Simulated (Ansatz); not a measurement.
Reaction (ligand exchange at the Si–S bond): `O[SiH](O)S[SiH](O)O` + `O[SiH](F)S` → `O[SiH](O)S[SiH](O)F` + `O[SiH](O)S`

Gas-phase electronic energies from Ansatz, PBE0-D4/def2-TZVP geometries. CCSD(T)/CBS adds triple-zeta CCSD(T) − MP2 to the extrapolated MP2 energy (def2 sets, frozen cores). DFT in def2-TZVPP. B3LYP here is the variant with VWN-RPA as its local correlation; programs differ in this. Each species was taken in one conformer, which may not be the lowest.

| level | ΔE (kcal/mol) | difference from CCSD(T)/CBS |
| --- | --- | --- |
| r2SCAN-D4 | 0.9 | 0.1 |
| B3LYP-D4 | 0.8 | 0.0 |
| ωB97M-V | 0.8 | 0.0 |
| r2SCAN | 0.9 | 0.1 |
| HF/def2-TZVPP | 0.6 | -0.2 |
| SCS-MP2/def2-TZVPP | 0.8 | 0.0 |
| CCSD(T)/def2-TZVPP | 0.9 | 0.1 |
| SCS-MP2/def2-QZVPP | 0.8 | 0.0 |
| HF/CBS(def2) | 0.5 | -0.3 |
| MP2/CBS(def2) | 0.9 | 0.1 |
| CCSD(T)/CBS | 0.8 | 0 |

Largest T1 diagnostic among the species: 0.012.
